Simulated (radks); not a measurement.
Values are calculated unless marked as measured or tabulated.
Neutral tungsten: order these configurations by energy. Level of theory: Dirac Kohn-Sham, BLYP, spin-unpolarised, spherical densities, finite nucleus; Fermi nuclear charge, rms radius of each element as measured or else 0.836 A^(1/3) + 0.57 fm (a radial shooting solver on a logarithmic mesh with Libxc functionals). Sub-shells are occupied by j as written (lower j first in brackets). [Xe] 4f14 5d(3/2: 3, 5/2: 0) 6s2 6p(1/2: 1, 3/2: 0); [Xe] 4f14 5d(3/2: 4, 5/2: 0) 6s1 6p(1/2: 1, 3/2: 0); [Xe] 4f14 5d(3/2: 4, 5/2: 0) 6s2; [Xe] 4f14 5d(3/2: 4, 5/2: 1) 6s1.

Answer. From the lowest, in eV above it: [Xe] 4f14 5d(3/2: 4, 5/2: 0) 6s2 0.000; [Xe] 4f14 5d(3/2: 4, 5/2: 1) 6s1 1.977; [Xe] 4f14 5d(3/2: 3, 5/2: 0) 6s2 6p(1/2: 1, 3/2: 0) 3.774; [Xe] 4f14 5d(3/2: 4, 5/2: 0) 6s1 6p(1/2: 1, 3/2: 0) 4.017.
